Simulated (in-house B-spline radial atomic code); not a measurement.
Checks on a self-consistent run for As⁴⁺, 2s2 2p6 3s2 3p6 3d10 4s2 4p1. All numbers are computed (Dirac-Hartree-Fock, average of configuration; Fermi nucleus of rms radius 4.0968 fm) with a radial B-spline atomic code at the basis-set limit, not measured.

```tsv
orbital	q	ε (Eh)	<1/r>	<r²>	small-component weight
2s1/2	2	-66.31172	7.82366	0.0443775	0.0030945
2p1/2	2	-61.66666	7.82203	0.0330922	0.0031022
2p3/2	4	-60.00046	7.58218	0.0344671	0.0030366
3s1/2	2	-11.75126	2.56485	0.359786	0.00074537
3p1/2	2	-9.64100	2.46963	0.36409	0.00070299
3p3/2	4	-9.38954	2.41452	0.376114	0.0006863
3d3/2	4	-5.22384	2.18558	0.406557	0.00058321
3d5/2	6	-5.18035	2.16964	0.411861	0.00057753
4s1/2	2	-2.60956	0.843056	2.72851	0.00012675
4p1/2	0.33333	-2.16896	0.763509	3.26451	0.00010852
4p3/2	0.66667	-2.14224	0.752853	3.34072	0.00010664
```

Electron-electron repulsion V_ee = 729.2224 hartree.

**Question.** What total energy follows from the eigenvalues?

**Answer.** The eigenvalues count the repulsion twice, so E = Σqε - V_ee = -635.649 - 729.222 = -1364.871 hartree; the run printed -1364.871.

**Question.** Does the Dirac virial theorem hold?

**Answer.** For a point nucleus E = -2c²Σq·w, with w the small-component weight. Here Σq·w = 0.036341 and c = 137.0360, so the ratio E/(-2c²Σq·w) is 1.000003.

**Question.** What diamagnetic shielding (Lamb formula) and susceptibility (Langevin formula) do the radii give?

**Answer.** σ = (α²/3)Σq<1/r> = 105.55/(3·137.036²) = 1873.6 ppm, and χ = -0.79199×10⁻⁶·Σq<r²> = -12.76×10⁻⁶ cm³/mol with Σq<r²> = 16.115 bohr². Both are non-relativistic formulas without the paramagnetism of open shells.
